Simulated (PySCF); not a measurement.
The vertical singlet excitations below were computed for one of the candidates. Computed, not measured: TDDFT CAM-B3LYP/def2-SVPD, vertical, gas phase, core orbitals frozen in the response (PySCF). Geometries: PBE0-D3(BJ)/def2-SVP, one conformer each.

| state | E (eV) | f |
| --- | --- | --- |
| S1 | 5.82 | 0.0002 |
| S2 | 6.18 | 0.0014 |
| S3 | 6.27 | 0.0002 |
| S4 | 6.82 | 0.0009 |
| S5 | 7.49 | 0.0029 |
| S6 | 7.56 | 0.012 |
| S7 | 7.74 | 0.0011 |
| S8 | 7.84 | 0.045 |
| S9 | 7.98 | 0.0036 |
| S10 | 8.09 | 0.0081 |

Triplets computed (Tamm–Dancoff): 4.86, 5.29, 5.34, 5.99 eV.

Question: Which candidate is it? All have the formula C6H12OSi2.
A. `CC[Si]1(O)C=C[SiH2]C=C1`
B. `C1CCC1[SiH2]O[SiH2]C#C`
C. `C#C[Si@]1(OC)CCC[SiH2]1`

Answer: B. Its S1, at 5.82 eV, is the highest among the candidates; the nearest of the others has S1 at 5.37 eV. S1 is HOMO-1→LUMO (70%). Löwdin shares by element: HOMO carbon 35% or more, silicon 16% or more, oxygen 12% (atoms not listed hold the other 38%); LUMO carbon 41% or more, silicon 21% or more, oxygen 8% (atoms not listed hold the other 30%). At the same level the other candidates give, for their lowest levels:
- `CC[Si]1(O)C=C[SiH2]C=C1`: 5.36 eV (f 0.001); 5.76 eV (f 0.012); 6.21 eV (f 0.001); 6.43 eV (f 0.284); 6.69 eV (f 0.002); T1 4.01 eV; HOMO -9.03, LUMO -0.02 eV
- `C#C[Si@]1(OC)CCC[SiH2]1`: 5.37 eV (f 0.011); 5.98 eV (f 0.044); 6.12 eV (f 0.011); 6.33 eV (f 0.002); 6.49 eV (f 0.073); T1 4.80 eV; HOMO -8.24, LUMO 0.52 eV

Shape of the structure used: `[CH:1]#[C:2][SiH2:3][O:4][SiH2:5][CH:6]1[CH2:7][CH2:8][CH2:9]1`: C2–Si3–O4–Si5 38°, Si3–O4–Si5–C6 53°, O4–Si5–C6–C7 -170°.
